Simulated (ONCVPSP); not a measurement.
## Pseudopotential generation for zirconium: ONCV, LDA (Perdew-Zunger), scalar-relativistic.

ONCVPSP 4.0.1 input, shortened (lines: element, Z, core and valence counts, functional; n l f; lmax; l rc ep ncon nbas qcut; lloc lpopt rc5 dvloc0; l nproj debl; icmod fcfact rcfact), LDA (Perdew-Zunger), scalar-relativistic:

```
  Zr 40.00    8    2        3      upf
    1    0    2.00
    2    0    2.00
    2    1    6.00
    3    0    2.00
    3    1    6.00
    3    2   10.00
    4    0    2.00
    4    1    6.00
    4    2    2.00
    5    0    2.00
    2
    0    2.60    0.00    5    9    2.20
    1    2.85    0.04    3    8    3.50
    2    3.10    0.00    4    9    4.70
    4    3    2.35    0.00
    0    2    1.60
    1    2    3.70
    2    1    1.30
    3    3.25    1.10
```

In the p channel the program set the typed energies aside and used 0.050, 3.750 Ha.

Poles of the logarithmic derivatives, all-electron (AE) and pseudo (PS). s: poles at -2.0, 1.5 (AE) and 1.5 (PS) Ha. p: poles at -1.2, 1.5 (AE) and 1.3, 4.1 (PS) Ha. d: poles at 0.0, 2.0 (AE) and 0.0, 2.4 (PS) Ha. Test radii: s 2.63, p 2.90, d 3.15 bohr.

* Cutoffs needed: 18 Ha and 32 Ha (the cutoffs (Ha) at which the residual kinetic energy of the hardest occupied pseudo-wave falls to 1 and 0.1 mHa per electron)
* Ghost test: no bound ghost flagged; GHOST(+) flagged for s at 40.1 eV, p at 109.9 eV, s at 172.2 eV
* Largest excitation error: +198 meV (all-electron minus pseudo) for 4d1 5s0, out of 4 test configurations
* rms error of d²Exc/dni dnj: 13.75 mHa without and 9.24 mHa with the model core
